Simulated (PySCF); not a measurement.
Isomers of C2H5ClS2Si, one GFN2-xTB conformer each. Single-point energies are computed at PBE0/pcSseg-1 (PySCF, gas phase, no added dispersion term), electronic only.

```
         SMILES  GFN2-xTB relative energy (kcal/mol)
CC(=S)S[SiH2]Cl                                 21.9
  Cl[SiH]1SCCS1                                  0.0
```

Conformers: `[CH3:1][C:2](=[S:3])[S:4][SiH2:5][Cl:6]` with C1–C2–S4–Si5 178°, C2–S4–Si5–Cl6 -72°; `[Cl:1][SiH:2]1[S:3][CH2:4][CH2:5][S:6]1` with Cl1–Si2–S3–C4 -138°, Si2–S3–C4–C5 45°, S3–C4–C5–S6 -60°, C4–C5–S6–Si2 39°.

What does PBE0/pcSseg-1 give for the same structures?

| SMILES | PBE0/pcSseg-1 E (Eh) | PBE0/pcSseg-1 (kcal/mol) | GFN2-xTB (kcal/mol) | point group |
| --- | --- | --- | --- | --- |
| Cl[SiH]1SCCS1 | -1624.68649 | 0.0 | 0.0 | C1 |
| CC(=S)S[SiH2]Cl | -1624.63221 | 34.1 | 21.9 | C1 |

Both levels put the same isomer lowest. As drawn, the higher has a C=S bond, which the lower lacks.

Which frontier levels, dipoles and rotational constants go with these structures?

```csv
SMILES,"HOMO (eV, PBE0/pcSseg-1)",LUMO (eV),dipole (D),"A, B, C (MHz)"
Cl[SiH]1SCCS1,-7.29,-0.54,2.22,"2301, 1288, 921.4"
CC(=S)S[SiH2]Cl,-6.70,-2.21,1.65,"2452, 1040, 848.2"
```
